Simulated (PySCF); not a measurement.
PySCF 2.14 output of an unrestricted HSE06 calculation on a single atom or ion in ANO-RCC-VTZP, with the spin-free X2C one-electron Hamiltonian (Gaussian nucleus):

```
SCF conv_tol = 1e-09
number electrons alpha = 12  beta = 10
    J. Heyd, G. E. Scuseria, and M. Ernzerhof.,  J. Chem. Phys. 118, 8207 (2003)
    J. Heyd, G. E. Scuseria, and M. Ernzerhof.,  J. Chem. Phys. 124, 219906 (2006)
    A. V. Krukau, O. A. Vydrov, A. F. Izmaylov, and G. E. Scuseria.,  J. Chem. Phys. 125, 224106 (2006)
cycle= 1 E= -853.541567535783  delta_E= -0.00831  |g|= 0.011  |ddm|= 0.14
cycle= 2 E= -853.541652008523  delta_E= -8.45e-05  |g|= 0.0033  |ddm|= 0.0183
cycle= 3 E= -853.541654244449  delta_E= -2.24e-06  |g|= 0.00246  |ddm|= 0.00444
cycle= 4 E= -853.54165614368  delta_E= -1.9e-06  |g|= 0.00034  |ddm|= 0.00185
cycle= 5 E= -853.541656176466  delta_E= -3.28e-08  |g|= 3.73e-05  |ddm|= 0.000254
cycle= 6 E= -853.541656176952  delta_E= -4.86e-10  |g|= 1.5e-06  |ddm|= 3.44e-05
converged SCF energy = -853.541656176952  <S^2> = 2.0033931  2S+1 = 3.0022612
```

The run itself started from symmetry-adapted Hartree-Fock orbitals and held the occupation by maximum overlap, on a logarithmic radial grid, so the iterations belong to that start.

Problem. Which element, charge and spin multiplicity is this?

Solution. Ti (titanium, neutral), multiplicity 3; the state was [Ar] 3d2 4s2, high-spin 3F determinant.
